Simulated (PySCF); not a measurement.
The vertical singlet excitations below were computed for one of the candidates. Level of theory: PySCF, TDDFT PBE0/def2-SVPD, vertical, gas phase, core orbitals frozen in the response. Geometries: GFN2-xTB, one conformer each.

| state | E (eV) | λ (nm) | f |
| --- | --- | --- | --- |
| S1 | 3.44 | 360.9 | 0.0032 |
| S2 | 4.23 | 292.9 | 0.0006 |
| S3 | 4.67 | 265.3 | 0.239 |
| S4 | 4.96 | 249.8 | 0.109 |
| S5 | 5.03 | 246.6 | 0.0093 |
| S6 | 5.74 | 215.8 | 0.0019 |
| S7 | 5.81 | 213.3 | 0.0001 |
| S8 | 6.05 | 205.0 | 0.163 |

Question: Which candidate is it?
A. `Cc1nnncc1C#N`
B. `CP(C)(=S)C1CC1`
C. `N#Cc1ccpcn1`
D. `C#CC1=NN(C)N=C1`

Answer: C. Its S1 lies at 3.44 eV; the nearest of the others has S1 at 2.94 eV. S1 is HOMO→LUMO (99%). Löwdin shares by element: HOMO nitrogen 45% or more, phosphorus 24%, carbon 18% or more; LUMO phosphorus 31%, carbon 30% or more, nitrogen 9% or more (atoms not listed hold the other 30%). At the same level the other candidates give, for their lowest levels:
- `CP(C)(=S)C1CC1`: 5.74 eV (f 0.030); 5.77 eV (f 0.053); 6.02 eV (f 0.015); 6.03 eV (f 0.006); 6.14 eV (f 0.002); T1 5.46 eV; HOMO -6.27, LUMO 0.37 eV
- `C#Cc1cnn(C)n1`: 5.66 eV (f 0.303); 5.81 eV (f 0.000); 6.16 eV (f 0.000); 6.19 eV (f 0.000); 6.27 eV (f 0.028); T1 4.07 eV; HOMO -7.18, LUMO -0.75 eV
- `Cc1nnncc1C#N`: 2.94 eV (f 0.002); 3.56 eV (f 0.000); 3.80 eV (f 0.000); 4.42 eV (f 0.005); 5.51 eV (f 0.082); T1 2.12 eV; HOMO -7.64, LUMO -3.11 eV
Triplets come from the Tamm–Dancoff approximation.
